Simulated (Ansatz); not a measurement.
Reaction: C2H5Si (SMILES C(=C)[SiH2], doublet) → C2H5Si (SMILES [C](=C)[SiH3], doublet)
Each species at its own B3LYP-D3(BJ)/def2-TZVP minimum (Ansatz, a first-principles code).

Quantity: isomerisation energy (electronic), in kJ/mol. UHF or UKS for unpaired electrons; spin-orbit terms are left out. CBS(X,Y): correlation extrapolated as X^-3, Hartree-Fock from the larger set. A bracket is a step between two methods taken in the basis named. The functionals are non-relativistic, so their misses hold any scalar relativity. Double hybrids freeze cores in their MP2 part. '+ core + X2C': CCSD(T) terms for core correlation (cc-pwCVTZ, 1s frozen past Ne) and scalar relativity (cc-pVTZ-DK). The UHF reference of C2H5Si (C=C[SiH2], doublet) is spin-contaminated (<S^2> up to 0.16 over the pure value in the sets run). The UHF reference of C2H5Si (C=[C][SiH3], doublet) is spin-contaminated (<S^2> up to 0.19 over the pure value in the sets run).

CCSD(T)/CBS(cc-pV(T+d)Z,cc-pV(Q+d)Z) + [CCSDT(Q) - CCSD(T)]/cc-pV(D+d)Z + core + X2C (Ansatz) gives 60.6 kJ/mol.

### Question
What does PBE/def2-TZVPD (Ansatz) give here, and how do the other levels compare?

### Answer
PBE gives 66.5 kJ/mol, 5.9 kJ/mol above it. Differences of the others: r2SCAN/def2-TZVPD (Ansatz) -2.5; PBE0/def2-TZVPD (Ansatz) 3.5; B2PLYP/def2-TZVPD (Ansatz) -2.7; CCSD(T)/CBS(cc-pV(T+d)Z,cc-pV(Q+d)Z) + core + X2C (Ansatz) 0.5 kJ/mol.
